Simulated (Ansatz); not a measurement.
```yaml
crystal:
  periodic: [false, false, false]
  atoms:
    - {symbol: C, position_ang: [-1.072599, 0.889297, -0.780553]}
    - {symbol: C, position_ang: [0.082361, 0.629110, -0.232051]}
    - {symbol: C, position_ang: [1.227584, 0.305589, 0.298716]}
    - {symbol: C, position_ang: [1.397590, -0.262964, 1.674495]}
    - {symbol: Ga, position_ang: [-1.975128, -0.521709, -1.775344]}
    - {symbol: H, position_ang: [-1.499453, 1.884399, -0.668512]}
    - {symbol: H, position_ang: [2.123484, 0.465934, -0.297494]}
    - {symbol: H, position_ang: [2.026991, 0.385902, 2.290505]}
    - {symbol: H, position_ang: [1.885238, -1.241241, 1.632479]}
    - {symbol: H, position_ang: [0.435420, -0.380750, 2.173413]}
    - {symbol: H, position_ang: [-3.366206, -0.238374, -2.445679]}
    - {symbol: H, position_ang: [-1.265282, -1.915191, -1.869976]}
basis:
  gaussian: {orbitals: def2-TZVPD}
magnetization: {spin_polarized: true, initial_magnetization: 2}
hamiltonian: {xc: {name: wB97X}}
```

```sh
$ ansatz run in.yaml --threads 4 --pin off --events-out ev --progress --plain --max-ram 10444MiB
```

Shortened log:

```
Functional definition: wB97X
1463 factors; their error is unknown
530 factors; integrals over basis functions are off by at most 1.0e-5 eV
mean field evaluation 1: about -56628.3529 eV, gradient 3.8e1 eV
mean field evaluation 2: about -56628.2880 eV, gradient 4.1e1 eV
mean field evaluation 4: about -56635.6622 eV, gradient 3.0e0 eV
mean field evaluation 8: about -56635.7563 eV, gradient 2.9e-1 eV
mean field evaluation 16: about -56635.8373 eV, gradient 9.1e-3 eV
mean field evaluation 32: about -56635.8373 eV, gradient 8.2e-5 eV
mean field -56635.83727050 eV, -2081.3286305415 hartree, gradient 2.7e-5 eV, S^2 2.018822; 4 other end points of the search recorded, 0 dependent functions left out
reference -56635.83723787 eV, -2081.3286293426 hartree; 32, 30 occupied and 233, 235 virtual orbitals, 1463 factors
Total energy: -56635.83723787 eV, -2081.3286293426 hartree
```

Run time 63 s (4 threads of an Arm Neoverse V1 on a shared host); peak host memory 1.9 GiB.
